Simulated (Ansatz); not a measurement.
Breaking the Ga1–H2 bond in ClGaH2 (SMILES [Cl][GaH2]) (multiplicity 1 held, fragments rigid). Energies count from the point at 1.557 Å.
Geometry at that point (charge 0, multiplicity 1):
```xyz
4

Ga    -0.00290    -0.23189    -0.67117
H     -1.40910    -0.31185    -1.33456
H      1.39794    -0.58224    -1.25326
Cl     0.00594     0.47545     1.37612
```

R- and RO- levels are restricted; in cc, def2 and unpolarised 6-31G sets they are followed outwards from rest. U- levels take the lowest unrestricted solution at each point, which mixes spins at long bonds. Levels need not reach the same state.

Correlated levels freeze the cores. Filled d and f shells under p-block atoms count as core.

Codes used: Ansatz (a first-principles code) with Gaussian orbitals. Values without a source in brackets are computed.

### Question
Estimate the energy at R = 4.982 Å that R-MP2/def2-TZVPP returns for this input.

### Answer
472 kJ/mol

### Question
Predict the energy at R = 4.982 Å from U-B3LYP/def2-TZVPP.

### Answer
338 kJ/mol

### Question
Predict the energy at R = 4.982 Å from U-SCS-MP2/def2-TZVPP.

### Answer
344 kJ/mol

Doubts at one or more of the structures used: a spin-contaminated determinant (U-B3LYP/def2-TZVPP, U-SCS-MP2/def2-TZVPP); a restricted determinant that unrestricted orbitals would lower (R-MP2/def2-TZVPP).
